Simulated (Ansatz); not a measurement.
HS₂, SMILES [S]S (connectivity only; charge and spin as stated), charge -1, multiplicity 1.

Coordinates come from a B3LYP-D3(BJ)/def2-TZVPD optimisation. The spin state was assumed, not searched. The isomer is the one that the SMILES or the coordinates give; other isomers of the formula were not compared.

Two levels are set side by side: PBE/def2-TZVPD (Ansatz, a program for electronic structure) and ωB97X-V/def2-TZVPD (Ansatz). Energy differences of separate SCF runs at the same geometry; the states with an electron removed or added have multiplicity 2. Differences are taken from unrounded values.

```
quantity                           ωB97X-V
---------------------------------  -------
vertical ionisation energy (eV)       2.02
vertical singlet–triplet gap (eV)     2.40
```

Problem. What does PBE give, and how far is it from ωB97X-V? (An estimate is asked for; the answer gives what the named calculation found.)

Solution. 
```tsv
quantity	PBE	PBE minus ωB97X-V
vertical ionisation energy (eV)	1.86	-0.16
vertical singlet–triplet gap (eV)	1.82	-0.58
```
